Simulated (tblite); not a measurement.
Compound: C7H4O3.
Atom-mapped SMILES: `[O:1]=[CH:2][C:3]1=[CH:4][C:5](=[O:6])[CH:7]=[CH:8][C:9]1=[O:10]` (hydrogens: H11 on C2; H12 on C4; H13 on C7; H14 on C8)

Structure optimised with GFN2-xTB, isolated species.

Problem. What internal coordinates does the optimisation give?

Solution. 
| bond | length (Å) | order |
| --- | --- | --- |
| O1=C2 | 1.200 | double |
| C2–C3 | 1.485 | single |
| C3=C4 | 1.344 | double |
| C4–C5 | 1.477 | single |
| C5=O6 | 1.213 | double |
| C5–C7 | 1.476 | single |
| C7=C8 | 1.335 | double |
| C8–C9 | 1.476 | single |
| C9=O10 | 1.213 | double |
| C3–C9 | 1.488 | single |
| C2–H11 | 1.103 | single |
| C4–H12 | 1.083 | single |
| C7–H13 | 1.081 | single |
| C8–H14 | 1.082 | single |

Orders are formal, as drawn. A selection of angles:
| angle | degrees |
| --- | --- |
| O1–C2–C3 | 124.2 |
| C2–C3–C4 | 120.9 |
| C2–C3–C9 | 117.6 |
| C4–C3–C9 | 121.4 |
| C3–C4–C5 | 122.8 |
| C4–C5–O6 | 122.2 |
| C4–C5–C7 | 115.3 |
| O6–C5–C7 | 122.5 |
| C5–C7–C8 | 122.3 |
| C7–C8–C9 | 122.7 |
| C8–C9–O10 | 122.2 |
| C3–C9–C8 | 115.4 |
| C3–C9–O10 | 122.4 |

Torsions: O1–C2–C3–C4 0° (synperiplanar); C2–C3–C4–C5 180° (antiperiplanar); C3–C4–C5–O6 180° (antiperiplanar); C4–C5–C7–C8 0° (synperiplanar); C5–C7–C8–C9 0° (synperiplanar); C7–C8–C9–O10 180° (antiperiplanar); C2–C3–C9–C8 180° (antiperiplanar).

The 7 C–C bonds span 1.335 Å (C7=C8, drawn double) to 1.488 Å (C3–C9, drawn single), a spread of 0.153 Å. Of the pairs four or more bonds apart, O10···H11 is among the closest relative to their van der Waals radii: 2.42 Å, 89 % of the sum of Bondi's values. The 10 heavy atoms lie in one plane (0.000 Å rms). The 6-membered ring C3–C4–C5–C7–C8–C9 has internal angles of 115.3° to 122.8°; it is planar, 0.00 Å rms from its mean plane, widest ring torsion 0°.

Point group: Cs (tolerance 0.08 Å). Its GFN2-xTB frequencies are all real (lowest 45 cm⁻¹). One conformer, not necessarily the lowest.

Time: 0.16 s. Hardware: one thread, Arm Neoverse V1 (aarch64), shared host. That covers the optimisation of the geometry.

These are computed values.
